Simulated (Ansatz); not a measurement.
Species: SeCl, charge 0, doublet. SeCl (SMILES Cl[Se], doublet).
B3LYP-D3(BJ)/def2-TZVP minimum from Ansatz (a first-principles code):
```
Se
Cl 1 2.1470
```
Charge 0, spin multiplicity 2.

Total energies in hartree (Ansatz). UHF or UKS for unpaired electrons; spin-orbit terms are left out. Correlated methods leave the cores frozen (noble-gas shells, and filled d and f shells in the p block). No relativity.

```tsv
species	HF/def2-TZVPP	CCSD(T)/def2-TZVPP	HF/def2-QZVPP	CCSD(T)/def2-QZVPP	CCSDT(Q)/def2-TZVPP
1: SeCl (SMILES Cl[Se], doublet)	-2859.34538	-2859.70598	-2859.40683	-2859.79978	-2859.70807
2: Se (triplet)	-2399.82719	-2399.94997	-2399.87465	-2400.00689	-2399.95067
3: Cl (doublet)	-459.47685	-459.66464	-459.48954	-459.69535	-459.66548
```

Task: Work out the atomisation energy (electronic, to ground-state atoms) in kJ/mol: take Hartree-Fock from def2-QZVPP, extrapolate the CCSD(T) correlation energy as X^-3 (X = 3, 4), and add CCSDT(Q) - CCSD(T) in def2-TZVPP. 1 hartree = 2625.5 kJ/mol.

Result: 
Species 1: correlation (64·(-0.39295) - 27·(-0.36060))/37 = -0.41656; step -0.00209; E1 = -2859.40683 + (-0.41656) + (-0.00209) = -2859.82548
Species 2: correlation (64·(-0.13224) - 27·(-0.12278))/37 = -0.13914; step -0.00070; E2 = -2399.87465 + (-0.13914) + (-0.00070) = -2400.01449
Species 3: correlation (64·(-0.20581) - 27·(-0.18779))/37 = -0.21896; step -0.00084; E3 = -459.48954 + (-0.21896) + (-0.00084) = -459.70934
-1·E1 +1·E2 +1·E3 = 0.10165 hartree = 266.9 kJ/mol.
